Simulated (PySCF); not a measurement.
AuH6N2, SMILES [NH3]->[Au][NH3+], charge +1, multiplicity 1. Heavy atoms are numbered as in [Au:1](<-[NH3:2])[NH3+:6]. Hydrogens are named by the atom that carries them.

Geometry: PBE0-D3(BJ)/def2-SVP. The spin state was assumed, not searched. The def2 effective core potentials stand for the cores of Au; spin–orbit coupling is left out.

Calculation: PBE/def2-TZVPD run with PySCF.

Mulliken values depend strongly on the basis, most of all with diffuse functions as here. ESP charges are fitted to the potential on shells at 1.4 to 2.0 van der Waals radii. Atomic charges (e), one atom of each kind:

```
atom      Mulliken  ESP fit
--------  --------  -------
Au1           0.26      [?]
N2 (NH3)     -0.60      [?]
H on N2       0.32      [?]
```

### Question
Fill in the missing entries. (The exact figures need the calculation; the answer reports its results.)

### Answer

- Au1, ESP fit: 0.20
- N2 (NH3), ESP fit: -0.71
- H on N2, ESP fit: 0.37
